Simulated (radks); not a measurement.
Results of a calculation; reference values are marked as such.
Coulomb parameter of the 4d shell of the silver ion Ag+ in the model configuration [Kr] 4d9 5p1, as a second difference U = [E(n + 1) + E(n - 1) - 2 E(n)] / (1)^2 with all orbitals relaxed. "Bare": the charge of the atom changes with n. "Screened": the 5p shell takes up the change at fixed total charge, which measures U(4d,4d) + U(5p,5p) - 2 U(4d,5p). Code: a radial shooting solver on a logarithmic mesh with Libxc functionals. Model: scalar-relativistic Kohn-Sham, LDA (Slater exchange, Perdew-Wang correlation), spin-unpolarised, spherical densities, finite nucleus; Fermi nuclear charge, rms radius 4.5454 fm.

case         configuration  E - E(n) (eV)
start         [Kr] 4d9 5p1          0.000
bare +1      [Kr] 4d10 5p1        -15.033
bare -1       [Kr] 4d8 5p1         27.560
screened +1      [Kr] 4d10        -10.956
screened -1   [Kr] 4d8 5p2         14.305

U(bare) = 12.527 eV, U(screened by 5p) = 3.349 eV, against the Slater integral F0(4d,4d) = 18.669 eV with frozen orbitals.
